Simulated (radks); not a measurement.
Neutral lanthanum inside a hard spherical wall (all orbitals vanish at R), configuration held at [Xe] 5d1 6s2 and not refilled when levels cross. Calculated with a radial shooting solver on a logarithmic mesh with Libxc functionals: scalar-relativistic Kohn-Sham, LDA (Slater exchange, VWN5 correlation), spin-polarised, spherical densities, point nucleus; open shells are filled with parallel spins first (spin-orbit coupling, left out, can overturn this in heavy ions). Eigenvalues in eV for spin up, with the zero of energy where the potential of the charges vanishes at infinity; a dash marks a level that is unbound or too diffuse for the functional's potential to be trusted. A positive occupied level is held by the wall or, in an anion where self-interaction has pushed it up, behind a barrier. The pressure on the wall is -dE/dV.

R (bohr)  E (hartree)  kinetic (hartree)    e(5s)    e(5p)   e(6s)   e(5d)  e(6p, empty)  e(7s, empty)  pressure (GPa)
free       -8486.8991           8975.294  -39.185  -22.633  -3.943  -3.396        -1.476        -0.097               0
20         -8486.8991           8975.294  -39.185  -22.633  -3.942  -3.396        -1.476         0.021        < 0.0001
10         -8486.8955           8975.326  -38.979  -22.431  -3.778  -3.221        -1.110         2.719          0.0826
8          -8486.8747           8975.454  -38.347  -21.818  -3.187  -2.681        -0.091         6.769           0.838
7          -8486.8368           8975.644  -37.604  -21.107  -2.351  -2.024         1.232        11.172            2.79
5          -8486.4642           8977.152  -34.018  -17.735   3.778   1.699        10.029        35.280            42.4
4          -8485.5600           8980.614  -29.286  -13.157  15.724   7.715        25.533        71.369             241
3.5        -8484.3383           8985.168  -24.658   -8.355  29.651  14.296        42.414        107.35             670
3          -8481.6011           8994.824  -16.459    0.742  56.738  26.785        73.666        170.13            2120
2.5        -8474.8452           9016.804    0.162   20.080  113.06  52.773        135.98        288.83            7920
